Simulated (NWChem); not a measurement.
System: CH₃AlBrCl; SMILES [Br][Al]([Cl])[CH3]

Input file for NWChem:

```
start job
memory heap 200 mb stack 900 mb global 1100 mb
geometry units angstroms
  Al    -0.451004     0.580917     0.005174
  Cl     0.995324     2.123918    -0.003567
  Br     0.332454    -1.545825    -0.004826
  C     -2.351719     0.989641     0.004764
  H     -2.968231     0.091675     0.205824
  H     -2.647019     1.398613    -0.984638
  H     -2.586150     1.765700     0.761977
end
basis spherical
  Al library sto-3g
  Cl library sto-3g
  Br library sto-3g
  C library sto-3g
  H library sto-3g
end
dft
  xc hfexch
  iterations 150
end
driver
  maxiter 120
end
task dft optimize
task dft freq
```

This build's default masses of Se (78.918 u) and Br (79.917 u) are each other's, which moves their modes by up to 0.6 %.

The level has its own optimisation; frequencies are unscaled.

Task: Predict the main results of this run. (Hartree-Fock/STO-3G.) Quantities: r Al–Cl (Å); r Al–Br (Å); r Al–C (Å); r C–H (Å); highest harmonic frequency (cm⁻¹); lowest (cm⁻¹); zero-point energy (kcal/mol); dipole (D).

Result: The r Al–Cl (Å) is 2.072. The r Al–Br (Å) comes out as 2.177, the r Al–C (Å) is 1.884 and the r C–H (Å) comes out as 1.083. The highest harmonic frequency (cm⁻¹) is 3743 and the lowest (cm⁻¹) is 18. The zero-point energy (kcal/mol) comes out as 29.8. The dipole (D) is 2.79.
